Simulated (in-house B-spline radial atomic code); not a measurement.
Radial electron density of Zn³⁺, [Ne] 3s2 3p5 3d10. Level of theory: scalar-relativistic (X2C) Hartree-Fock, spin-polarised, averaged over the determinants with the given up and down occupations, Fermi nucleus of rms radius 3.9283 fm, inside a hard spherical wall at 2.77 bohr; calculated with a B-spline radial code for spherical atoms.

One-electron X2C: radii and densities carry no picture-change correction, so inner-shell <1/r> comes out high (for 1s by about 2 % at Z = 33, 5 % at 54, 10 % at 75, 30 % at 118) and <r> low.

Columns: r (bohr), 4πr²n(r) (electrons per bohr), bar.

```
 0.00193    1.069 #
 0.00231     1.46 ##
 0.00275    1.967 ##
 0.00329     2.66 ###
 0.00392    3.553 ####
 0.00469    4.746 #####
 0.00559     6.25 #######
 0.00668    8.184 #########
 0.00798    10.59 ###########
 0.00952    13.47 ##############
  0.0114    16.95 ##################
  0.0136    20.78 ######################
  0.0162    24.85 ##########################
  0.0194    29.02 ##############################
  0.0231    32.62 ##################################
  0.0276    35.34 #####################################
  0.0329    36.62 ######################################
  0.0393    36.23 ######################################
   0.047    34.28 ####################################
  0.0561    31.56 #################################
  0.0669    29.33 ###############################
  0.0799    28.94 ##############################
  0.0954     31.2 #################################
   0.114    35.61 #####################################
   0.136    40.07 ##########################################
   0.162    41.88 ############################################
   0.194    39.13 #########################################
   0.232    32.33 ##################################
   0.276    24.89 ##########################
    0.33    20.15 #####################
   0.394    19.98 #####################
    0.47    22.54 ########################
   0.562    24.31 ##########################
   0.671    22.76 ########################
   0.801     18.1 ###################
   0.956    12.28 #############
    1.14    7.194 ########
    1.36    3.649 ####
    1.63    1.547 ##
    1.94   0.5437 #
    2.32   0.1121 
    2.74 0.0004244
```

On this grid the curve has 3 maxima, near 0.0329, 0.162, 0.562 bohr.

The 3d up radial function P(r) = rR(r), positive near the nucleus:

```json
{"r (bohr)": "0.0162", "P": "0.001218"}
{"r (bohr)": "0.0231", "P": "0.003257"}
{"r (bohr)": "0.0329", "P": "0.008482"}
{"r (bohr)": "0.047", "P": "0.02152"}
{"r (bohr)": "0.0669", "P": "0.05159"}
{"r (bohr)": "0.0954", "P": "0.1165"}
{"r (bohr)": "0.136", "P": "0.2411"}
{"r (bohr)": "0.194", "P": "0.4475"}
{"r (bohr)": "0.276", "P": "0.7218"}
{"r (bohr)": "0.394", "P": "0.9881"}
{"r (bohr)": "0.562", "P": "1.106"}
{"r (bohr)": "0.801", "P": "0.9883"}
{"r (bohr)": "1.14", "P": "0.6925"}
{"r (bohr)": "1.63", "P": "0.3545"}
{"r (bohr)": "2.32", "P": "0.0985"}
```
